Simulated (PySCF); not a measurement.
Ge(H)(Br)(Me)2 (C2H7BrGe), SMILES [CH3][GeH]([CH3])[Br].

The structure is a stationary point at PBE-D3(BJ)/def2-SVP.

Level of theory: PySCF 2.14.0 with PBE-D3(BJ)/def2-SVP.

Frequencies are harmonic and unscaled.

```
mode  ν (cm⁻¹)  IR (km/mol)  moving atoms (share of kinetic energy)
----  --------  -----------  --------------------------------------
1          121          0.0                                  H 99 %
2          126          0.1                                  H 96 %
3          135          1.2        C 46 %, H 24 %, Ge 16 %, Br 14 %
4          151          0.2                 C 49 %, H 32 %, Br 12 %
5          172          1.1                 C 42 %, H 32 %, Ge 25 %
6          284         26.5                        Ge 49 %, Br 48 %
7          572         14.1                 C 70 %, H 20 %, Ge 11 %
8          589         32.0                           H 86 %, C 8 %
9          604         10.4                 C 53 %, H 31 %, Ge 15 %
10         638         29.7                                  H 96 %
11         729         15.0                          H 80 %, C 18 %
12         813        118.1                          H 78 %, C 19 %
13         824         37.1                          H 77 %, C 20 %
14         828         51.0                          H 85 %, C 14 %
15        1199          9.8                          H 80 %, C 20 %
16        1205          3.1                          H 81 %, C 19 %
17        1373          2.0                                  H 96 %
18        1380          0.3                                  H 95 %
19        1380          4.9                                  H 96 %
20        1390          6.3                                  H 96 %
21        2067        124.6                                  H 99 %
22        2984          1.9                                  H 97 %
23        2985          3.4                                  H 97 %
24        3090          0.1                           H 91 %, C 9 %
25        3091          3.5                           H 91 %, C 9 %
26        3106          0.4                          H 90 %, C 10 %
27        3106          1.1                          H 90 %, C 10 %
```
